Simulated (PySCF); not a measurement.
Species: C4H11BO2.
Atom-mapped SMILES: `[CH3:1][CH2:2][CH2:3][O:4][B:5]([CH3:6])[OH:7]` (hydrogens: H8, H9, H10 on C1; H11, H12 on C2; H13, H14 on C3; H15, H16, H17 on C6; H18 on O7)

Cartesian coordinates in Å at the PBE0-D3(BJ)/def2-SVP level; atoms count from 1:
```xyz
18
C4H11BO2 angstrom
C     -2.8189    0.6363   -0.3923
C     -1.7231   -0.2381    0.1930
C     -0.3417    0.1513   -0.2898
O      0.6228   -0.6445    0.3525
B      1.9499   -0.6241    0.0217
C      2.5488    0.2669   -1.1287
O      2.7676   -1.4368    0.7445
H     -3.8106    0.3348   -0.0245
H     -2.6744    1.6955   -0.1249
H     -2.8423    0.5742   -1.4925
H     -1.8956   -1.2971   -0.0623
H     -1.7297   -0.1819    1.2941
H     -0.2788    0.0311   -1.3877
H     -0.1583    1.2218   -0.0771
H      2.2613    1.3247   -1.0111
H      3.6448    0.2047   -1.1635
H      2.1575   -0.0508   -2.1102
H      2.2617   -1.9294    1.4016
```

The closed-shell ground state was solved at several levels (PySCF, density fitting, gas phase, non-relativistic).

| level | basis functions | total energy (Eh) | HOMO (eV) | LUMO (eV) | gap (eV) | dipole (D) |
| --- | --- | --- | --- | --- | --- | --- |
| B3LYP/pcJ-1 | 299 | -334.4935 | -8.06 | 1.04 | 9.10 | 1.92 |
| B3LYP/def2-SVPD | 234 | -334.2508 | -8.15 | 0.00 | 8.15 | 1.89 |

(1) Estimate the row for PBE0/pcSseg-1, a basis of 174 functions; the other rows only guide the guess.

(2) Over all these levels, which gives the widest orbital gap and which the narrowest?

(3) How far do the dipole and the HOMO energy spread over the levels?

Answers

(1) Total energy -334.0345 Eh, HOMO -8.31 eV, LUMO 1.35 eV, gap 9.66 eV, dipole 1.92 D.

(2) PBE0/pcSseg-1 (global hybrid, 25 % exact exchange) has the widest, 9.66 eV, and B3LYP/def2-SVPD (global hybrid, 20 % exact exchange) the narrowest, 8.15 eV. Functional and basis both differ between the two, so the spread mixes both effects.

(3) The dipole runs from 1.89 to 1.92 D (mean 1.91 D) and the HOMO from -8.31 to -8.06 eV.

One conformer stands for the species.
